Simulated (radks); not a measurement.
The numbers below are computed, except where a source is named.
Ionisation of neutral zinc, [Ar] 3d10 4s2, to Zn+, [Ar] 3d10 4s1, under several functionals. Dirac Kohn-Sham, spin-unpolarised, spherical densities, finite nucleus; a radial shooting solver on a logarithmic mesh with Libxc functionals.

functional         E(Zn) (hartree)  Exc (hartree)  IE (eV)  -e(HOMO) (eV)  <r> HOMO (bohr)  IE error (eV)
SOGGA                  -1794.43649      -69.90438    9.765          5.879            2.649         +0.371
BP86                   -1796.61681      -72.12244   10.086          6.161            2.639         +0.692
HCTH/407               -1797.25353      -72.88833    9.826          5.977            2.685         +0.431
revPBE                 -1796.22851      -71.73094    9.777          5.897            2.661         +0.382
Wu-Cohen GGA           -1795.61582      -71.10753    9.924          6.018            2.631         +0.529
exchange-only PBE      -1794.67790      -70.13434    9.236          5.313            2.713         -0.158

NIST Atomic Spectra Database: 9.394 eV (measured). Closest: exchange-only PBE. The Delta-SCF values span 0.85 eV, the total energies 2.82 hartree. The highest occupied level is 4s1/2. Spin polarisation and multiplet splitting are left out, so open shells lie too high by an amount that depends on their filling.

Beside tabulated values, note that spin-unpolarised runs miss the spin-polarisation part of the exchange energy of open shells.
